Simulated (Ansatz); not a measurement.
5-methylidene-2H-1,3-oxazole (C4H5NO), SMILES C=C1C=NCO1.

Coordinates come from a ωB97X-D3(BJ)/def2-SVP optimisation. The values are those of a single conformer.

Two levels are set side by side: PBE/def2-SVPD (Ansatz, a quantum-chemistry and plane-wave program) and CAM-B3LYP/def2-SVPD (Ansatz). Energy differences of separate SCF runs at the same geometry; the states with an electron removed or added have multiplicity 2 and 2. Differences are taken from unrounded values.

| quantity | CAM-B3LYP |
|---|---|
| vertical ionisation energy (eV) | 8.91 |
| vertical singlet–triplet gap (eV) | 3.18 |

**Question.** What does PBE give, and how far is it from CAM-B3LYP? (The exact figures need the calculation; the answer reports its results.)

**Answer.** 
```tsv
quantity	PBE	PBE minus CAM-B3LYP
vertical ionisation energy (eV)	8.69	-0.21
vertical singlet–triplet gap (eV)	3.07	-0.11
```
